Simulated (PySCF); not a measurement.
## Tungsten: a sound run and one with changed settings

Sound run: W⁺ [Xe] 4f14 5d4 6s1, W²⁺ [Xe] 4f14 5d4. Calculation: PySCF 2.14, in cc-pVTZ-PP with ECP60MDF (5s5p4d2f1g, 63 functions); a scalar-relativistic core potential. The sound run starts from symmetry-adapted Hartree-Fock orbitals and uses a fine grid where one is needed.

Changed run: radial step 0.3 in ln r (0.13 in the sound run). This setting is unsound on purpose.

```tsv
species	method	sound run (hartree)	changed run (hartree)	converged
W⁺	UHF	-66.46439	-66.46439	yes
W⁺	PBE0	-67.00113	-67.00479	yes
W⁺	M06-2X	-66.88881	-66.88047	yes
W²⁺	UHF	-65.91341	-65.91341	yes
W²⁺	PBE0	-66.41079	-66.41405	yes
W²⁺	M06-2X	-66.29827	-66.29037	yes
```

Ionisation energy of W⁺:

```
method  sound run (eV)  changed run (eV)
   UHF          14.993            14.993
  PBE0          16.064            16.075
M06-2X          16.069            16.057
```

A coarse radial grid mis-integrates the density and the exchange-correlation energy, with errors of either sign; Hartree-Fock needs no grid.

For comparison, NIST gives 16.37 ± 0.15 eV between the lowest levels.
